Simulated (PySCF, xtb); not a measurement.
C3H6OSi, SMILES [SiH3][C@@H]1C=CO1.

Harmonic wavenumbers (cm⁻¹) from GFN2-xTB (xtb) at its own minimum, in rising order: 122, 165, 201, 481, 532, 557, 694, 751, 759, 772, 786, 812, 920, 970, 987, 1043, 1104, 1155, 1210, 1228, 1621, 2261, 2293, 2299, 2967, 3133, 3196.

**Question.** What does PBE0-D3(BJ)/def2-SVP in PySCF 2.14.0 give at its own minimum? (Estimate from the structure and the level; the computed values follow.)

**Answer.** 166, 181, 217, 489, 557, 633, 707, 806, 889, 908, 920, 938, 944, 960, 985, 1073, 1145, 1186, 1241, 1320, 1642, 2230, 2241, 2259, 3100, 3246, 3316. Paired by order, the mean absolute difference is 57 cm⁻¹ and the zero-point energies are 47.2 and 49.0 kcal/mol.
